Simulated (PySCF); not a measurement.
ClCu, triplet, geometry from GFN2-xTB (such geometries of metal compounds can be far from the true shape) (the multiplicity is a formal guess), with bond 1-2 at 1.6 times its length; CAMB3LYP/STO-3G run with PySCF.

Here is a job for PySCF.
```python
from pyscf import gto, scf, dft

mol = gto.M(
    atom='''
Cu    0.00000000    0.00000000   -2.05632167
Cl    0.00000000    0.00000000    1.33707015
''',
    basis='sto-3g',
    spin=2,
    verbose=4,
)

mf = dft.UKS(mol)
mf.xc = 'camb3lyp'
mf.init_guess = '1e'
mf = mf.newton()
mf.kernel()
mf.analyze()
```

The log (banner, timings and long lists left out):

```
PySCF version 2.14.0

[INPUT] verbose = 4
[INPUT] num. atoms = 2
[INPUT] num. electrons = 46
[INPUT] charge = 0
[INPUT] spin (= nelec alpha-beta = 2S) = 2
[INPUT] symmetry False subgroup None
[INPUT] Mole.unit = angstrom
[INPUT] Symbol           X                Y                Z      unit          X                Y                Z       unit  Magmom
[INPUT]  1 Cu     0.000000000000   0.000000000000  -2.056321670000 AA    0.000000000000   0.000000000000  -3.885884780308 Bohr   0.0
[INPUT]  2 Cl     0.000000000000   0.000000000000   1.337070150000 AA    0.000000000000   0.000000000000   2.526696392831 Bohr   0.0

nuclear repulsion = 76.8801184248626
number of shells = 13
number of NR pGTOs = 81
number of NR cGTOs = 27
basis = sto-3g
ecp = {}

******** <class 'pyscf.soscf.newton_ah.SecondOrderUKS'> ********
method = SecondOrderUKS
initial guess = 1e
damping factor = 0
level_shift factor = 0
DIIS = <class 'pyscf.scf.diis.CDIIS'>
diis_start_cycle = 1
diis_space = 8
diis_damp = 0
SCF conv_tol = 1e-09
SCF conv_tol_grad = None
SCF max_cycles = 50
direct_scf = True
direct_scf_tol = 1e-13
number electrons alpha = 24  beta = 22
XC library pyscf.dft.libxc version 7.1.2
    S. Lehtola, C. Steigemann, M. J. T. Oliveira, and M. A. L. Marques,  SoftwareX 7, 1–5 (2018)
XC functionals = camb3lyp
    T. Yanai, D. P. Tew, and N. C. Handy,  Chem. Phys. Lett. 393, 51 (2004)
radial grids:
    Treutler-Ahlrichs [JCP 102, 346 (1995); DOI:10.1063/1.469408] (M4) radial grids

becke partition: Becke, JCP 88, 2547 (1988); DOI:10.1063/1.454033
pruning grids: <function nwchem_prune>
grids dens level: 3
symmetrized grids: False
atomic radii adjust function: <function treutler_atomic_radii_adjust>
small_rho_cutoff = 0
******** <class 'pyscf.dft.uks.UKS'> Newton solver flags ********
SCF tol = 1e-09
conv_tol_grad = None
max. SCF cycles = 50
direct_scf = True
direct_scf_tol = 1e-13
max_cycle_inner = 12
max_stepsize = 0.05
ah_start_tol = 1e+09
ah_level_shift = 0
ah_conv_tol = 1e-12
ah_lindep = 1e-14
ah_start_cycle = 1
ah_max_cycle = 40
ah_grad_trust_region = 2.5
kf_interval = 4
kf_trust_region = 5
canonicalization = True
Set conv_tol_grad to 3.16228e-05
Initial guess from hcore.

tot grids = 39520

Initial guess E= -2065.3484899553  |g|= 0.214985
macro= 0  E= -2065.35784015283  delta_E= -0.0093502  |g|= 0.000622056  3 KF 11 JK
macro= 1  E= -2065.35784015283  delta_E= 2.27374e-12  |g|= 7.07584e-06  1 KF 2 JK
Canonicalize SCF orbitals
macro X = 2  E=-2065.35784015283  |g|= 7.07584e-06  total 5 KF 16 JK

converged SCF energy = -2065.35784015283  <S^2> = 2.0005728  2S+1 = 3.0003819
**** SCF Summaries ****
Total Energy =                       -2065.357840152830704
Nuclear Repulsion Energy =              76.880118424862602
One-electron Energy =                -2908.077079978473193
Two-electron Energy =                  765.839121400779504
Two-electron Coulomb Energy =          854.847230893767460
DFT Exchange-Correlation Energy =      -89.008109492988012
**** MO energy ****
                             alpha | beta                alpha | beta
MO #1   energy= -326.81484103812   | -326.814762034352  occ= 1 | 1
MO #2   energy= -99.9599569804552  | -99.959956980277   occ= 1 | 1
MO #3   energy= -44.9680511719002  | -44.9347995370507  occ= 1 | 1
MO #4   energy= -41.0625407213293  | -41.0553336419006  occ= 1 | 1
MO #5   energy= -41.0080905671044  | -40.96907158842    occ= 1 | 1
MO #6   energy= -41.0080905671043  | -40.9690715884199  occ= 1 | 1
MO #7   energy= -9.27394105425923  | -9.13564198250985  occ= 1 | 1
MO #8   energy= -8.81310237714081  | -8.81310228653596  occ= 1 | 1
MO #9   energy= -7.78751705164159  | -7.74619334718659  occ= 1 | 1
MO #10  energy= -7.75331114888478  | -7.53966226828128  occ= 1 | 1
MO #11  energy= -7.75331114888477  | -7.53966226828125  occ= 1 | 1
MO #12  energy= -6.58192793597205  | -6.58192792390563  occ= 1 | 1
MO #13  energy= -6.58132445559121  | -6.58132445430066  occ= 1 | 1
MO #14  energy= -6.58132445559118  | -6.58132445430065  occ= 1 | 1
MO #15  energy= -4.81306280221979  | -1.05561437536229  occ= 1 | 1
MO #16  energy= -4.81305634084184  | -0.822469738810042 occ= 1 | 1
MO #17  energy= -1.05705169812168  | -0.822157585059404 occ= 1 | 1
MO #18  energy= -0.824275180672216 | -0.822157585059402 occ= 1 | 1
MO #19  energy= -0.824275180672212 | -0.474455428383095 occ= 1 | 1
MO #20  energy= -0.822702347891834 | -0.00770037309293309 occ= 1 | 1
MO #21  energy= -0.47445914261388  | -0.00293970867665182 occ= 1 | 1
MO #22  energy= -0.00770481337382128 | -0.00293970867664994 occ= 1 | 1
MO #23  energy= -0.00294015573257797 | -4.43342974838043  occ= 1 | 0
MO #24  energy= -0.00294015573257752 | -4.40740624289711  occ= 1 | 0
MO #25  energy= -4.52598169789753  | -4.4074062428971   occ= 0 | 0
MO #26  energy= -4.49270553522323  | -4.25546089929422  occ= 0 | 0
MO #27  energy= -4.49270553522322  | -4.25545860157441  occ= 0 | 0

To work with the spin densities directly, `use mulliken_meta_spin()` only printing them here.

 ** Mulliken spin pop alpha/beta on meta-lowdin orthogonal AOs **
 ** Mulliken Spin Density (per AO)  **
spin_pop of  0 Cu 1s        0.00000
spin_pop of  0 Cu 2s        0.00000
spin_pop of  0 Cu 3s        0.00104
spin_pop of  0 Cu 4s       -0.00000
spin_pop of  0 Cu 2px       0.00000
spin_pop of  0 Cu 2py       0.00000
spin_pop of  0 Cu 2pz      -0.00000
spin_pop of  0 Cu 3px       0.00000
spin_pop of  0 Cu 3py       0.00000
spin_pop of  0 Cu 3pz      -0.00000
spin_pop of  0 Cu 4px       0.00000
spin_pop of  0 Cu 4py       0.00000
spin_pop of  0 Cu 4pz      -0.00000
spin_pop of  0 Cu 3dxy      1.00000
spin_pop of  0 Cu 3dyz     -0.00000
spin_pop of  0 Cu 3dz^2    -0.00104
spin_pop of  0 Cu 3dxz     -0.00000
spin_pop of  0 Cu 3dx2-y2    1.00000
spin_pop of  1 Cl 1s        0.00000
spin_pop of  1 Cl 2s       -0.00000
spin_pop of  1 Cl 3s        0.00000
spin_pop of  1 Cl 2px       0.00000
spin_pop of  1 Cl 2py       0.00000
spin_pop of  1 Cl 2pz      -0.00000
spin_pop of  1 Cl 3px       0.00000
spin_pop of  1 Cl 3py       0.00000
spin_pop of  1 Cl 3pz       0.00000
 ** Mulliken Spin Density (per atom)  **
spin density of  0 Cu =      2.00000
spin density of  1 Cl =      0.00000
 ** Mulliken pop alpha/beta on meta-lowdin orthogonal AOs **
 ** Mulliken pop       alpha | beta **
pop of  0 Cu 1s        1.00000 | 1.00000
pop of  0 Cu 2s        1.00000 | 1.00000
pop of  0 Cu 3s        0.99990 | 0.99886
pop of  0 Cu 4s        1.00000 | 1.00000
pop of  0 Cu 2px       1.00000 | 1.00000
pop of  0 Cu 2py       1.00000 | 1.00000
pop of  0 Cu 2pz       1.00000 | 1.00000
pop of  0 Cu 3px       1.00000 | 1.00000
pop of  0 Cu 3py       1.00000 | 1.00000
pop of  0 Cu 3pz       1.00000 | 1.00000
pop of  0 Cu 4px       1.00000 | 1.00000
pop of  0 Cu 4py       1.00000 | 1.00000
pop of  0 Cu 4pz       1.00000 | 1.00000
pop of  0 Cu 3dxy      1.00000 | 0.00000
pop of  0 Cu 3dyz      0.00000 | 0.00000
pop of  0 Cu 3dz^2     0.00010 | 0.00114
pop of  0 Cu 3dxz      0.00000 | 0.00000
pop of  0 Cu 3dx2-y2    1.00000 | 0.00000
pop of  1 Cl 1s        1.00000 | 1.00000
pop of  1 Cl 2s        1.00000 | 1.00000
pop of  1 Cl 3s        1.00000 | 1.00000
pop of  1 Cl 2px       1.00000 | 1.00000
pop of  1 Cl 2py       1.00000 | 1.00000
pop of  1 Cl 2pz       1.00000 | 1.00000
pop of  1 Cl 3px       1.00000 | 1.00000
pop of  1 Cl 3py       1.00000 | 1.00000
pop of  1 Cl 3pz       1.00000 | 1.00000
In total            24.00000 | 22.00000
 ** Mulliken atomic charges   ( Nelec_alpha | Nelec_beta ) **
charge of  0Cu =      1.00000  (    15.00000     13.00000 )
charge of  1Cl =     -1.00000  (     9.00000      9.00000 )
Dipole moment(X, Y, Z, Debye): -0.00000,  0.00000, -16.06946
```
